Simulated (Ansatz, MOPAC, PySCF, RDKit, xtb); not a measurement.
Complex: H2S (SMILES S) (first 3 atoms) with CH3I (SMILES CI); geometry from B3LYP-D3(BJ)/def2-TZVP, rigid monomers moved along the line of their centres of mass till H3···I5 is 5.46 Å.
(charge 0, multiplicity 1):
| atom | x (Å) | y (Å) | z (Å) |
|---|---|---|---|
| S | -0.1442 | -0.4662 | -0.6813 |
| H | -0.5490 | -1.7403 | -0.8064 |
| H | -0.8993 | -0.2756 | 0.4160 |
| C | 0.8169 | -1.4037 | 5.3448 |
| I | -1.2532 | -1.0153 | 5.8154 |
| H | 1.0393 | -2.4090 | 5.6830 |
| H | 0.9179 | -1.3066 | 4.2692 |
| H | 1.4085 | -0.6655 | 5.8737 |

| level | interaction energy (kcal/mol) | cost |
|---|---|---|
| UFF | -0.14 | - |
| GFN-FF | -0.18 | - |
| AM1 | -0.14 | - |
| PM7 | -0.27 | - |
| GFN1-xTB | -0.17 | - |
| GFN2-xTB | -0.30 | - |
| HF/def2-SVPD | -0.23 | - |
| HF/def2-TZVPPD | -0.22 | - |
| PBE/def2-TZVPPD | -0.24 | ×1 |
| B3LYP/3-21G (no counterpoise) | -0.17 | - |
| B3LYP/LANL2DZ (no counterpoise) | -0.19 | - |
| B3LYP-D4/def2-TZVPPD | -0.30 | ×1 |
| PBE0-D4/def2-TZVPPD | -0.35 | ×1 |
| wB97M-V/def2-TZVPPD | -0.32 | ×4 |
| MP2/def2-TZVPPD | -0.33 | - |
| SCS-MP2/def2-TZVPPD | -0.29 | - |
| CCSD/def2-SVPD | -0.30 | - |
| CCSD/def2-TZVPPD | -0.29 | - |
| CCSD(T)/def2-SVPD | -0.31 | ×4 |
| CCSD(T)/CBS(def2-SVPD, def2-TZVPPD) | -0.31 | ×100* |

The rows run from -0.35 (PBE0-D4/def2-TZVPPD) to -0.14 kcal/mol (UFF). In def2-SVPD the value moves HF -0.23, CCSD -0.30, CCSD(T) -0.31, a shift of -0.08 from HF to CCSD(T).

Counterpoise-corrected where a basis set is named; no monomer relaxation. Rows marked so take none. RDKit's UFF carries no charges.

Frozen-core correlation. Filled d and f shells under p-block atoms count as core. CBS: X⁻³ extrapolation of the correlation energy, Hartree–Fock from the larger set. Rows in 3-21G, LANL2DZ carry no dispersion term and start afresh at each structure; the Pople sets are all-electron and without relativity. LANL2DZ brings its own core potentials from Na on. The state that AM1, PM7 reach isn't checked; PM7 holds dispersion and hydrogen-bond terms.

Programs: Ansatz (Gaussian orbitals); MOPAC for AM1, PM7 (differences of heats of formation); PySCF for 3-21G rows, LANL2DZ rows, the dispersion terms; RDKit for the force fields; xtb for the GFN methods. Values without a source in brackets are computed. In def2 rows elements past Kr take small-core potentials, without spin–orbit coupling.

Costs are rough ratios of core time to PBE/def2-TZVPPD (about 4 s over the structures, on one shared machine); a dash marks a level with no comparable run of its own. A star marks coupled-cluster runs past 200 virtual orbitals, where the program's memory plan changes under this machine's limit, so their costs aren't comparable with smaller runs.

Ansatz is a program for electronic structure.
